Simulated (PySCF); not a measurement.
Compound: C₆H₉N₃Si.
Numbering: `[SiH3:1][c:2]1[n:3][n:4][n:5][cH:6][c:7]1[CH:8]1[CH2:9][CH2:10]1` (hydrogens: H11, H12, H13 on Si1; H14 on C6; H15 on C8; H16, H17 on C9; H18, H19 on C10)

The same species was optimised twice, with GFN2-xTB and with PBE0-D3(BJ)/def2-SVP (PySCF), and the same property calculations (PySCF, gas phase) were run on both structures.

```csv
coordinate,GFN2-xTB,PBE0-D3(BJ)/def2-SVP,change
N4–N5 (Å),1.291,1.310,+0.019
N3–N4 (Å),1.290,1.307,+0.017
C2–N3 (Å),1.332,1.343,+0.011
C7–C8 (Å),1.465,1.475,+0.010
N5–C6 (Å),1.322,1.327,+0.005
Si1–C2 (Å),1.897,1.901,+0.004
C8–C9 (Å),1.510,1.513,+0.003
C9–C10 (Å),1.488,1.487,-0.001
C2–C7 (Å),1.405,1.403,-0.002
C6–C7 (Å),1.396,1.395,-0.001
C8–C10 (Å),1.510,1.510,0.000
Si1–C2–C7 (°),126.8,125.0,-1.8
N3–N4–N5 (°),121.9,120.8,-1.1
N3–C2–C7 (°),119.7,120.8,+1.1
N5–C6–C7 (°),122.0,122.9,+0.9
Si1–C2–N3 (°),113.5,114.2,+0.7
C2–C7–C6 (°),114.2,113.5,-0.7
C2–C7–C8 (°),122.1,122.7,+0.6
C7–C8–C10 (°),120.4,120.9,+0.5
C6–C7–C8–C9 (°),35,38,+3
```

Rotational constants: A = 1454, B = 1075, C = 654.2 MHz (GFN2-xTB) against A = 1440, B = 1070, C = 649.6 MHz (PBE0-D3(BJ)/def2-SVP). Atoms that the bonding makes alike are paired by their places after alignment.

On the GFN2-xTB structure: HOMO (eV) -6.95 [PBE0/pcSseg-1]; LUMO (eV) -1.76 [PBE0/pcSseg-1]; dipole (D) 6.01 [PBE0/pcSseg-1]; GIAO shielding of Si1 (ppm) 422.0 [PBE0/pcSseg-1]; GIAO shielding of C2 (ppm) 22.4 [PBE0/pcSseg-1]; GIAO shielding of N3 (ppm) -187.0 [PBE0/pcSseg-1]; GIAO shielding of N4 (ppm) -248.1 [PBE0/pcSseg-1]; GIAO shielding of N5 (ppm) -164.5 [PBE0/pcSseg-1]; GIAO shielding of C6 (ppm) 41.3 [PBE0/pcSseg-1]; GIAO shielding of C7 (ppm) 38.6 [PBE0/pcSseg-1]; GIAO shielding of C8 (ppm) 171.4 [PBE0/pcSseg-1].

Q: What do these properties become on the PBE0-D3(BJ)/def2-SVP structure?

A: 
```csv
property,level,on GFN2-xTB,on PBE0-D3(BJ)/def2-SVP,change
HOMO (eV),PBE0/pcSseg-1,-6.95,-7.24,-0.29
LUMO (eV),PBE0/pcSseg-1,-1.76,-1.88,-0.12
dipole (D),PBE0/pcSseg-1,6.01,6.03,+0.02
"energy, GFN2-xTB geometry as zero (kcal/mol)",PBE0/pcSseg-1,0.0,-1.6,-1.6
GIAO shielding of Si1 (ppm),PBE0/pcSseg-1,422.0,420.8,-1.2
GIAO shielding of C2 (ppm),PBE0/pcSseg-1,22.4,20.7,-1.7
GIAO shielding of N3 (ppm),PBE0/pcSseg-1,-187.0,-197.5,-10.5
GIAO shielding of N4 (ppm),PBE0/pcSseg-1,-248.1,-256.0,-7.9
GIAO shielding of N5 (ppm),PBE0/pcSseg-1,-164.5,-174.8,-10.3
GIAO shielding of C6 (ppm),PBE0/pcSseg-1,41.3,39.6,-1.7
GIAO shielding of C7 (ppm),PBE0/pcSseg-1,38.6,39.3,+0.7
GIAO shielding of C8 (ppm),PBE0/pcSseg-1,171.4,170.5,-0.9
```

The heavy atoms differ by 0.033 Å rms after alignment (one structure mirrored). Among bonds between heavy atoms N4–N5 changes most (+0.019 Å). Changes are differences of the printed values. Neither structure is proved a minimum here.

Shape of the structure used: `[SiH3:1][c:2]1[n:3][n:4][n:5][cH:6][c:7]1[CH:8]1[CH2:9][CH2:10]1`: C6–C7–C8–C9 38°.
